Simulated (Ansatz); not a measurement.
Consider the redistribution: `[SH][InH][SH]` + `C[N](C)[Ge][F]` → `C[N](C)[InH][SH]` + `[F][Ge][SH]`.

Gas-phase electronic energies from Ansatz, PBE0-D4/def2-TZVP geometries. CCSD(T)/CBS is the MP2 limit (def2-TZVPP, def2-QZVPP) plus CCSD(T) − MP2 in def2-TZVPP, frozen cores. DFT in def2-TZVPP. def2 core potentials past Kr. For Ge, In outer-core shells are correlated without core-valence functions, which leaves a few kJ/mol of doubt a bond. Scalar relativity is left out up to krypton. One conformer a species, not always the lowest.

(1) Is it downhill or uphill in electronic energy at CCSD(T)/CBS, and by how much? (Estimate.)

(2) What do these levels give: PBE-D4, r2SCAN-D4, PBE0-D4, ωB97X-V, ωB97M-V, r2SCAN, MP2/def2-TZVPP, CCSD/def2-TZVPP, CCSD(T)/def2-TZVPP, HF/def2-QZVPP, MP2/def2-QZVPP, CCSD/CBS(def2)? (Estimate.)

Largest T1 diagnostic among the species: 0.015.

## Answers

(1) Ansatz gave: Uphill: ΔE = +0.75 eV.

(2) Computed: PBE-D4 0.72, r2SCAN-D4 0.79, PBE0-D4 0.78, ωB97X-V 0.79, ωB97M-V 0.78, r2SCAN 0.80, MP2/def2-TZVPP 0.82, CCSD/def2-TZVPP 0.80, CCSD(T)/def2-TZVPP 0.79, HF/def2-QZVPP 0.86, MP2/def2-QZVPP 0.79, CCSD/CBS(def2) 0.77 eV.

In def2-TZVPP, CCSD(T) changes the Hartree–Fock value by −0.08 eV (the triples alone add −0.01 eV) and MP2 by −0.06 eV. From PBE to PBE0 (25 % exact exchange), in def2-TZVPP and without D4, ΔE moves by +0.06 eV.
